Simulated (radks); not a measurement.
Q: Excited configurations of neutral silicon: one electron is placed in a higher orbital outside [Ne] 3s2 3p1. The ground configuration is [Ne] 3s2 3p2. All-electron calculation, non-relativistic Kohn-Sham, LDA (Slater exchange, Perdew-Wang correlation), spin-polarised, spherical densities, point nucleus; open shells are filled with parallel spins first. Program: a radial shooting solver on a logarithmic mesh with Libxc functionals. Excitation = E - E(ground); binding = E(ion) - E, where the ion is the core of charge +1; n* = 1/sqrt(2 binding) in atomic units, and the quantum defect is n - n*.

| outer orbital | excitation (eV) | binding (eV) | n* | quantum defect | eigenvalue (eV) | <r> (bohr) |
|---|---|---|---|---|---|---|
| 3d | 6.151 | 2.118 | 2.535 | 0.465 | -0.715 | 6.992 |
| 4s | 4.876 | 3.393 | 2.003 | 1.997 | -1.998 | 6.474 |
| 4p | 5.930 | 2.339 | 2.412 | 1.588 | -1.311 | 8.408 |
| 4f | 7.332 | 0.937 | 3.810 | 0.190 | -0.465 | 17.02 |
| 5s | 6.644 | 1.625 | 2.893 | 2.107 | -1.015 | 13.58 |
| 5p | 7.009 | 1.259 | 3.287 | 1.713 | -0.774 | 16.69 |
| 6s | 7.310 | 0.959 | 3.767 | 2.233 | -0.625 | 23.34 |
| 6d | 7.710 | 0.559 | 4.936 | 1.064 | -0.364 | 38.17 |
| 7p | 7.724 | 0.545 | 4.998 | 2.002 | -0.365 | 41.22 |
| 7d | 7.861 | 0.407 | 5.779 | 1.221 | -0.275 | 54.17 |
| 7f | 7.921 | 0.347 | 6.257 | 0.743 | -0.232 | 61.20 |

Estimate the row for 5d.

A: excitation (eV) 7.456; binding (eV) 0.813; n* 4.091; quantum defect 0.909; eigenvalue (eV) -0.500; <r> (bohr) 24.86. The Delta-SCF ionisation energy is 8.269 eV (NIST Atomic Spectra Database: 8.152 eV, measured). Self-interaction in the functional shifts the binding energies and quantum defects, so they are the method's values and not measured ones. Open shells are spherical and high-spin; term and fine-structure splittings are not resolved.
